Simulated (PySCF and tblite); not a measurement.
Values are calculated unless marked as measured or tabulated.
3 regioisomers of C6H9NOS:

| isomer | SMILES |
| --- | --- |
| A | [N:1]#[C:2][C@@H:3]1[CH2:4][CH2:5][CH2:6][S@:7](=[O:8])[CH2:9]1 |
| B | [N:1]#[C:2][C@H:3]1[CH2:4][CH2:5][S@:6](=[O:7])[CH2:8][CH2:9]1 |
| C | [N:1]#[C:2][C@H:3]1[CH2:4][CH2:5][CH2:6][CH2:7][S@@:8]1=[O:9] |

Protocol: conformer search, at most 4 conformers an isomer, GFN2-xTB geometries, energies PBE0/pcSseg-1 (IEF-PCM, acetonitrile) (D3(BJ) added where defined), weights at 298.15 K with GFN2-xTB thermal terms. Programs: PySCF with density fitting and tblite.

(1) Rank the isomers by free energy at 298.15 K.

Results:

(1) 
```json
{"isomer": "B", "ΔG (kcal/mol)": "0.0", "ΔE, lowest conformer": "0.0", "conformers": "2", "largest weight %": "96", "rms dipole (D)": "0.91"}
{"isomer": "A", "ΔG (kcal/mol)": "2.6", "ΔE, lowest conformer": "2.9", "conformers": "2", "largest weight %": "61", "rms dipole (D)": "8.26"}
{"isomer": "C", "ΔG (kcal/mol)": "3.9", "ΔE, lowest conformer": "3.8", "conformers": "2", "largest weight %": "93", "rms dipole (D)": "3.16"}
```

ΔG is for one enantiomer.
